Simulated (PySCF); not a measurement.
(BeSe)6 ring, Be6Se6.
Cartesian coordinates in Å at the PBE0-D3(BJ)/def2-SVP level; atoms count from 1:
```xyz
12
Be6Se6 angstrom
Be    -1.0560    2.0429   -0.7344
Se     0.3346    3.4153   -0.2042
Be     1.4500    1.8954    0.5335
Se     2.5310    0.4492    1.4616
Be     0.7001    0.0566    2.2171
Se    -1.2393   -0.3331    2.6213
Be    -0.8463   -1.8515    1.3321
Se    -0.3122   -3.4353    0.1900
Be     0.4918   -2.1183   -1.1209
Se     1.1435   -0.8470   -2.5633
Be    -0.6841   -0.0688   -2.2038
Se    -2.3979    0.7120   -1.4779
```

Level of theory: PBE0-D3(BJ)/def2-SVP geometry optimisation, gas phase (PySCF 2.14.0).

Take the most abundant isotopes and a rigid rotor. 

(1) What are A, B and C (GHz)?

(2) Classify the top.

(3) Is it planar, by Δ = Ic − Ia − Ib?

(4) Give the other two planar moments, Paa and Pbb, and the rms extents of the mass along the axes.

(5) Where do the levels up to J = 3 lie, in MHz?

Answers

(1) Ia = 2798.09, Ib = 3369.10, Ic = 3732.01 u·Å²; 505379 MHz·u·Å²/I gives 180.6, 150.0 and 135.4 MHz, that is A = 0.1806, B = 0.1500, C = 0.1354 GHz.

(2) An asymmetric top. Ray's parameter κ = (2B − A − C)/(A − C) = -0.355; −1 is the prolate and +1 the oblate limit.

(3) Not planar: Δ = Ic − Ia − Ib = -2435.18 u·Å². For a rigid frame Δ = −2 Σ m c², so Σ m c² = 1217.59 u·Å² lies off the ab plane. The atom farthest from that plane is 1.94 Å away.

(4) Paa = Σ m a² = (Ib + Ic − Ia)/2 = 2151.51 and Pbb = Σ m b² = (Ia + Ic − Ib)/2 = 1580.50 u·Å². With the mass M = 533.57 u, the rms extents √(P/M) along a, b and c are 2.01, 1.72, 1.51 Å.

(5) Above 0(0,0):
J = 1: 1(0,1) 285, 1(1,1) 316, 1(1,0) 331
J = 2: 2(0,2) 852, 2(1,2) 872, 2(1,1) 916, 2(2,1) 1008, 2(2,0) 1012
J = 3: 3(0,3) 1694, 3(1,3) 1704, 3(1,2) 1791, 3(2,2) 1864, 3(2,1) 1883, 3(3,1) 2056, 3(3,0) 2057
Those of J = 1 are B + C, A + C and A + B.

The point group D2 allows no dipole (computed: 0.02 D), so a rigid rotor has no electric-dipole lines.

Task: Estimate the classical rotational partition function at 200 K, 298.15 K and 500 K.

Result: Point group D2, symmetry number σ = 4; q = (√π/σ)·√((kT/h)³/(ABC)), k/h = 20836.6 MHz/K: 1970000 at 200 K, 3580000 at 298.15 K, 7780000 at 500 K.

No PBE0-D3(BJ)/def2-SVP frequencies stand behind this structure, so it isn't proved a minimum. Zero-point vibration and centrifugal distortion are left out. Quadrupole hyperfine structure (9Be) is left out.

Time: 65 min; peak memory 2.2 GiB. Hardware: AMD EPYC, one thread, no GPU (shared host). That covers the optimisation of the geometry.
